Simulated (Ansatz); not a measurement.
Molecule: sum formula HSOF2, net charge 1, singlet state. It need not be the lowest isomer of its formula. SMILES: [OH+]=S(F)F
Geometry from a B3LYP-D3(BJ)/def2-TZVP (Ansatz, a program for electronic structure) optimisation:
```xyz
5

O      1.2627    -0.5678     0.2465
S     -0.1591    -0.0617     0.4204
F     -0.9204    -0.6972    -0.7535
F     -0.1112     1.3667    -0.1442
H      1.7276    -0.4945    -0.6194
```
Charge +1, spin multiplicity 1.

Wanted: vertical triplet-singlet gap (E(triplet) - E(singlet); each state is the SCF solution reached for its spin), in eV. Valence correlation only, unless marked. UHF or UKS for open shells. No spin-orbit coupling. Non-relativistic. 

| level | program | vertical triplet-singlet gap (eV) |
|---|---|---|
| HF/aug-cc-pV(D+d)Z | Ansatz | 6.39 |
| HF/aug-cc-pV(Q+d)Z | Ansatz | 6.32 |
| SVWN5/def2-TZVPD | Ansatz | 6.62 |
| PBE/def2-TZVPD | Ansatz | 6.46 |
| PBE0/def2-TZVPD | Ansatz | 6.54 |
| BHLYP/def2-TZVPD | Ansatz | 6.72 |
| CAM-B3LYP/def2-TZVPD | Ansatz | 6.69 |
| wB97M-V/def2-TZVPD | Ansatz | 6.95 |
| wB97X-V/def2-TZVPD | Ansatz | 6.78 |
| B2PLYP/def2-TZVPD | Ansatz | 6.77 |
| RI-MP2/aug-cc-pV(T+d)Z | Ansatz | 6.97 |
| RI-MP2/aug-cc-pV(Q+d)Z | Ansatz | 6.99 |
| SCS-MP2/aug-cc-pV(D+d)Z | Ansatz | 7.07 |
| CCSD(T)/aug-cc-pV(D+d)Z | Ansatz | 6.92 |
